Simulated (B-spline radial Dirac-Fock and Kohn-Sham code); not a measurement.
**How the settings move the core levels of Au⁵⁺**

ΔSCF core binding energies without Breit or QED terms, calculated with an atomic code on a B-spline grid. Keys: rel is the Hamiltonian (dirac, or spin-free x2c and nr, where L3 and M5 stand for the whole 2p and 3d shells), method is hf or an exchange,correlation pair (spin-unpolarised, also for the hole states), nuc the nuclear model, radius_factor scales its radius, rmax is the box in bohr, h the logarithmic mesh step, order the B-spline order, points the quadrature points per cell, c_factor scales the speed of light, and damp, ndamp, maxit and tol steer the iteration. The run stops when the commutator error falls below 10·tol·max(1, Z/10), or the numerical noise floor, and the energy has settled to about 1e-8 Ha; the virial ratio is −V/T.

Base input:

```json
{"items": [{"Z": 79, "q": 5, "cfg": [[1, 0, 2], [2, 0, 2], [2, 1, 6], [3, 0, 2], [3, 1, 6], [3, 2, 10], [4, 0, 2], [4, 1, 6], [4, 2, 10], [4, 3, 14], [5, 0, 2], [5, 1, 6], [5, 2, 6]], "A": 197, "rrms": 5.4371, "do": "settings", "holes": ["K", "L3", "M5"],
  "settings": [{"rel": "dirac", "method": "hf", "nuc": "fermi", "radius_factor": 1.0, "rmax": 45.0, "h": 0.3, "order": 8, "points": 10, "c_factor": 1.0, "maxit": 60, "damp": 0.5, "ndamp": 3, "tol": 1e-08}]}]}
```

The ground state converged in 10 iterations, with total energy -19029.45556 Ha, virial ratio 1.87129 and highest orbital energy -76.88 eV. ΔSCF binding energies: K (1s) 81237.9 eV, L3 (2p3/2) 12036.8 eV, M5 (3d5/2) 2292.3 eV.

Changes from the base run:

```
                           changed setting  Δ total energy (Ha)  Δ K (eV)  Δ L3 (eV)  Δ M5 (eV)  iterations
 method = "pbesol"; h = 0.12; tol = 0.0001             -2.63608    +26.32     -45.64     -17.31           9
                       radius_factor = 2.0             +8.80776    -96.84      +0.56      +0.14          10
                            c_factor = 1.5                    ?         ?          ?          ?           ?
                                 order = 5             +0.01003     +0.01      +0.01      +0.01          10
                                rel = "nr"          +1170.28679  -7588.31     -73.53     +54.64          10
                         method = "pbesol"             -2.63595    +26.32     -45.64     -17.31          10
method = "pbesol"; order = 5; tol = 0.0001             -2.62601    +26.33     -45.63     -17.30           9
```

Problem. What does the change c_factor = 1.5 do?

Solution. The total energy moves by +701.65636 Ha and the binding energies by K -4572.75 eV, L3 -36.13 eV, M5 +31.82 eV; the run takes 10 iterations.
